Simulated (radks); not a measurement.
The gold ion Au2+, configuration [Xe] 4f14 5d9.

Calculated with a radial shooting solver on a logarithmic mesh with Libxc functionals: scalar-relativistic Kohn-Sham, SCAN, spin-unpolarised, spherical densities, finite nucleus; meta-GGA in the generalised Kohn-Sham scheme; Fermi nuclear charge, rms radius 5.4371 fm.

Energy parts (Ry):
| part | energy |
|---|---|
| total | -38018.7291 |
| kinetic | 42517.4184 |
| electron-nucleus | -94462.2513 |
| Hartree | 14652.2304 |
| exchange-correlation | -726.1266 |

Orbitals (lengths in bohr, moments of r in powers of bohr):
1s: occ. 2; eigenvalue (Ry) -5943.258; <1/r> 95.71
2s: occ. 2; eigenvalue (Ry) -1052.050; <1/r> 22.47
2p: occ. 6; eigenvalue (Ry) -909.5995; <1/r> 19.98
3s: occ. 2; eigenvalue (Ry) -250.4641; <1/r> 8.335
3p: occ. 6; eigenvalue (Ry) -208.9054; <1/r> 7.597
3d: occ. 10; eigenvalue (Ry) -164.3836; <1/r> 7.141
4s: occ. 2; eigenvalue (Ry) -56.07346; <1/r> 3.564
4p: occ. 6; eigenvalue (Ry) -42.38445; <1/r> 3.222
4d: occ. 10; eigenvalue (Ry) -25.87685; <1/r> 2.887
5s: occ. 2; eigenvalue (Ry) -9.71550; <1/r> 1.454
4f: occ. 14; eigenvalue (Ry) -7.62605; <1/r> 2.462
5p: occ. 6; eigenvalue (Ry) -6.09335; <1/r> 1.238
5d: occ. 9; eigenvalue (Ry) -2.02271; <1/r> 0.8781

The highest occupied level is 5d at -27.520 eV. The density falls to 0.001 e/bohr^3 at r = 3.48 bohr. The electron density at the nucleus is 2.301e+06 e/bohr^3 (large components only). For comparison, the ionisation energy in NIST's Atomic Spectra Database is 30 eV (theoretical). In exact Kohn-Sham theory the highest level is minus the ionisation energy, but local and semilocal functionals leave it too shallow, through self-interaction and a potential that decays too fast; potentials with the right tail come closer.

Beside tabulated values, note that spin-unpolarised runs miss the spin-polarisation part of the exchange energy of open shells.

Empty levels of this run are not shown, since the potential may be unsettled where no density lies.
